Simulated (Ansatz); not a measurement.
All values below come from frozen-core CCSD(T)/cc-pVTZ // M06-2X/def2-TZVP (Ansatz, a quantum-chemistry and plane-wave program).

Ansatz 0.2 input:
```yaml
crystal:
  periodic: [false, false, false]
  atoms:
    - { symbol: B, position_ang: [-0.633358, -0.099922, -0.021615] }
    - { symbol: Se, position_ang: [1.184662, -0.653897, 0.141225] }
    - { symbol: H, position_ang: [-0.905318, 1.04019, -0.175356] }
    - { symbol: H, position_ang: [-1.445706, -0.958418, 0.040826] }
    - { symbol: H, position_ang: [1.798483, 0.675079, 0.011329] }
basis:
  gaussian: { orbitals: cc-pVTZ }
correlation:
  method: ccsd_t
```

Output:

```
Functional definition: HF
681 factors; integrals over basis functions are off by at most 1.7e-3 eV
mean field evaluation 1: about -66022.9913 eV, gradient 1.2e1 eV
mean field evaluation 2: about -66023.0670 eV, gradient 1.3e1 eV
mean field evaluation 4: about -66023.8795 eV, gradient 1.3e0 eV
mean field evaluation 8: about -66023.8883 eV, gradient 2.7e-3 eV
mean field evaluation 16: about -66023.8764 eV, gradient 1.6e0 eV
mean field -66023.88831185 eV, -2426.3331428616 hartree, gradient 2.3e-6 eV, S^2 0.000000; 0 other end points of the search recorded, 0 dependent functions left out
10 core orbitals not correlated
reference -66023.88831185 eV, -2426.3331428616 hartree; 11, 11 occupied and 94, 94 virtual orbitals, 681 factors
second order -9.05539744 eV of doubles, -0.00000000 eV of singles
cycle   1  -9.47275109 eV  change   -4.2e-1 eV  update   7.4e-2
cycle   2  -9.76310365 eV  change   -2.9e-1 eV  update   2.2e-2
cycle   3  -9.80755579 eV  change   -4.4e-2 eV  update   1.3e-2
cycle   4  -9.79898286 eV  change    8.6e-3 eV  update   5.3e-3
cycle   5  -9.79958029 eV  change   -6.0e-4 eV  update   2.3e-3
cycle   6  -9.79919518 eV  change    3.9e-4 eV  update   6.1e-4
cycle   7  -9.79929775 eV  change   -1.0e-4 eV  update   1.3e-4
cycle   8  -9.79934997 eV  change   -5.2e-5 eV  update   4.0e-5
cycle   9  -9.79934096 eV  change    9.0e-6 eV  update   1.1e-5
perturbative correction -0.38909084 eV, -0.0142988245 hartree
Total energy: -66034.07674365 eV, -2426.7075608242 hartree
```

Cost: very roughly 14 core-seconds.
